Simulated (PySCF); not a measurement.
**Ionisation energy of N⁺ by level of theory**

N⁺ [He] 2s2 2p2 (3P) → N²⁺ [He] 2s2 2p1 (2P), as a difference of total energies. Calculation: PySCF 2.14, in jorge-DZP-DKH (4s2p1d, 15 functions); scalar relativity by spin-free X2C-1e. Correlated levels: valence: 1s2 frozen. The calculations carry no spin-orbit coupling.

| method | ionisation energy (eV) |
| --- | --- |
| UHF | 29.307 |
| MN15 | 29.776 |
| LDA | 30.147 |
| MP2 (valence) | 29.500 |
| SCS-MP2 (valence) | 29.403 |
| CCSD (valence) | 29.309 |
| CCSD(T) (valence) | 29.314 |

Errors of the correlated levels include the incompleteness of this basis and the frozen core.

For comparison: 29.601 eV (semi-empirical (NIST evaluation); NIST Atomic Spectra Database, ionization energies).
